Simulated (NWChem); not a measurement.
System: BeBrF; SMILES [F][Be][Br]

The following NWChem deck was run.

```
start job
memory heap 200 mb stack 900 mb global 1100 mb
geometry units angstroms noautoz
  Be     0.000000     0.000000     1.156386
  F      0.000000     0.000000     2.542201
  Br     0.000000     0.000000    -0.794495
end
basis spherical
  * library 6-31g*
end
dft
  xc slater pw91lda
  iterations 150
  mulliken
end
task dft energy
```

NWChem printed, in part:

```
             Northwest Computational Chemistry Package (NWChem) 7.3.0
             --------------------------------------------------------

 ORDER OF PRIMARY AXIS IS BEING SET TO 4
 C4V symmetry detected

                             Geometry "geometry" -> ""
                             -------------------------

 Output coordinates in angstroms (scale by  1.889725989 to convert to a.u.)

  No.       Tag          Charge          X              Y              Z
 ---- ---------------- ---------- -------------- -------------- --------------
    1 Be                   4.0000     0.00000000     0.00000000     1.16267708
    2 F                    9.0000     0.00000000     0.00000000     2.54849208
    3 Br                  35.0000     0.00000000     0.00000000    -0.78820392

 Effective nuclear repulsion energy (a.u.)     101.6786078570

      Symmetry information
      --------------------

 Group name             C4v
 Group number             18
 Group order               8
 No. of unique centers     3

                                 NWChem DFT Module
                                 -----------------

 Summary of "ao basis" -> "ao basis" (spherical)
 ------------------------------------------------------------------------------
       Tag                 Description            Shells   Functions and Types
 ---------------- ------------------------------  ------  ---------------------
 Be                          6-31g*                  6       14   3s2p1d
 F                           6-31g*                  6       14   3s2p1d
 Br                          6-31g*                 12       32   5s4p3d

      Symmetry analysis of basis
      --------------------------

        a1         24
        a2          0
        b1          5
        b2          5
        e          26

            General Information
            -------------------
          SCF calculation type: DFT
          Wavefunction type:  closed shell.
          No. of atoms     :     3
          No. of electrons :    48
           Alpha electrons :    24
            Beta electrons :    24
          Charge           :     0
          Spin multiplicity:     1
          Use of symmetry is: on ; symmetry adaption is: on
          Maximum number of iterations: 150
          AO basis - number of functions:    60
                     number of shells:    24
          Convergence on energy requested:  1.00D-06
          Convergence on density requested:  1.00D-05
          Convergence on gradient requested:  5.00D-04

              XC Information
              --------------
                        Slater Exchange Functional  1.000 local
            Perdew 1991 LDA Correlation Functional  1.000 local

             Grid Information
             ----------------
          Grid used for XC integration:  medium
          Radial quadrature: Mura-Knowles
          Angular quadrature: Lebedev.
          Tag              B.-S. Rad. Rad. Pts. Rad. Cut. Ang. Pts.
          ---              ---------- --------- --------- ---------
          Be                  1.05       49           8.0       434
          F                   0.50       49          10.0       434
          Br                  1.15      112           8.0       590
          Grid pruning is: on
          Number of quadrature shells:   210
          Spatial weights used:  Erf1

      Superposition of Atomic Density Guess
      -------------------------------------

 Sum of atomic energies:       -2686.02637459

      Non-variational initial energy
      ------------------------------

 Total energy =   -2686.434544
 1-e energy   =   -3941.517933
 2-e energy   =    1153.404780
 HOMO         =      -0.418748
 LUMO         =      -0.002727

      Symmetry analysis of molecular orbitals - initial
      -------------------------------------------------

 !! scf_movecs_sym_adapt:   10 vectors were symmetry contaminated

  Symmetry fudging

 !! scf_movecs_sym_adapt:    8 vectors were symmetry contaminated

  Numbering of irreducible representations:

     1 a1          2 a2          3 b1          4 b2          5 e

  Orbital symmetries:

     1 a1          2 a1          3 a1          4 e           5 e
     6 a1          7 a1          8 a1          9 e          10 e
    11 a1         12 a1         13 e          14 e          15 b1
    16 b2         17 a1         18 a1         19 a1         20 e
    21 e          22 a1         23 e          24 e          25 a1
    26 e          27 e          28 a1         29 a1         30 e
    31 e          32 a1         33 e          34 e

     ---------------------------------------------
      Total Density - Mulliken Population Analysis
     ---------------------------------------------

    Atom       Charge   Shell Charges
 -----------   ------   -------------------------------------------------------
    1 Be   4     3.08   2.00  0.34  0.39  0.24  0.05  0.07
    2 F    9     9.61   2.00  0.95  3.53  0.99  2.13  0.00
    3 Br  35    35.32   2.00  2.00  6.00  2.00  5.99  1.55  3.90  0.37  1.50  6.97  2.93  0.11

   convergence    iter        energy       DeltaE   RMS-Dens  Diis-err
 ---------------- ----- ----------------- --------- --------- ---------
 d= 0,ls=0.0,diis     1  -2684.0808561467 -2.79D+03  2.62D-02  9.12D-01
 d= 0,ls=0.0,diis     2  -2683.7305967770  3.50D-01  1.76D-02  4.99D+00
 d= 0,ls=0.0,diis     3  -2684.1662727088 -4.36D-01  3.93D-03  7.78D-02
 d= 0,ls=0.0,diis     4  -2684.1698327241 -3.56D-03  2.54D-03  2.36D-02
 d= 0,ls=0.0,diis     5  -2684.1725209735 -2.69D-03  6.71D-04  1.03D-03
  Resetting Diis
 d= 0,ls=0.0,diis     6  -2684.1727166554 -1.96D-04  7.25D-05  2.33D-05
 d= 0,ls=0.0,diis     7  -2684.1727193219 -2.67D-06  3.90D-05  2.46D-06
 d= 0,ls=0.0,diis     8  -2684.1727188166  5.05D-07  2.43D-05  8.19D-06
 d= 0,ls=0.0,diis     9  -2684.1727195519 -7.35D-07  4.43D-06  2.27D-07

[...]
```

Level: LDA (Slater exchange, PW92)/6-31G* (spherical d). Structure relaxed at the PBE0/def2-SVP level.
